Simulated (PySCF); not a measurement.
Germanium: a sound run and one with changed settings

Sound run: Ge⁺ [Ar] 3d10 4s2 4p1, Ge²⁺ [Ar] 3d10 4s2. Computed with PySCF 2.14 in x2c-SVPall, with scalar relativity by spin-free X2C-1e. In the sound run the correlated levels freeze [Ar] 3d10. The sound run starts from symmetry-adapted Hartree-Fock orbitals and uses a fine grid where one is needed.

Changed run: basis STO-3G, all-electron and non-relativistic. This setting is unsound on purpose.

```json
{"species": "Ge⁺", "method": "UHF", "sound run (hartree)": "-2096.41326", "changed run (hartree)": "-2051.47666", "converged": "yes"}
{"species": "Ge⁺", "method": "PBE", "sound run (hartree)": "-2097.77185", "changed run (hartree)": "-2052.26531", "converged": "yes"}
{"species": "Ge⁺", "method": "B3LYP", "sound run (hartree)": "-2098.11410", "changed run (hartree)": "-2052.65342", "converged": "yes"}
{"species": "Ge⁺", "method": "MP2", "sound run (hartree)": "-2096.44531", "changed run (hartree)": "-2051.49165", "converged": "yes"}
{"species": "Ge⁺", "method": "CCSD(T)", "sound run (hartree)": "-2096.46063", "changed run (hartree)": "-2051.50273", "converged": "yes"}
{"species": "Ge²⁺", "method": "UHF", "sound run (hartree)": "-2095.85338", "changed run (hartree)": "-2050.96627", "converged": "yes"}
{"species": "Ge²⁺", "method": "PBE", "sound run (hartree)": "-2097.19041", "changed run (hartree)": "-2051.72829", "converged": "yes"}
{"species": "Ge²⁺", "method": "B3LYP", "sound run (hartree)": "-2097.53038", "changed run (hartree)": "-2052.11456", "converged": "yes"}
{"species": "Ge²⁺", "method": "MP2", "sound run (hartree)": "-2095.87975", "changed run (hartree)": "-2050.98943", "converged": "yes"}
{"species": "Ge²⁺", "method": "CCSD(T)", "sound run (hartree)": "-2095.89176", "changed run (hartree)": "-2051.00509", "converged": "yes"}
```

Ionisation energy of Ge⁺:

| method | sound run (eV) | changed run (eV) |
| --- | --- | --- |
| UHF | 15.235 | 13.888 |
| PBE | 15.822 | 14.613 |
| B3LYP | 15.884 | 14.663 |
| MP2 | 15.390 | 13.666 |
| SCS-MP2 | 15.371 | 13.622 |
| CCSD | 15.466 | 13.542 |
| CCSD(T) | 15.480 | 13.542 |

A minimal basis cannot let orbitals breathe on ionisation and holds almost no correlation. The Hamiltonian changed with the basis, so the totals do not compare.

For comparison, NIST gives 15.935 eV between the lowest levels.
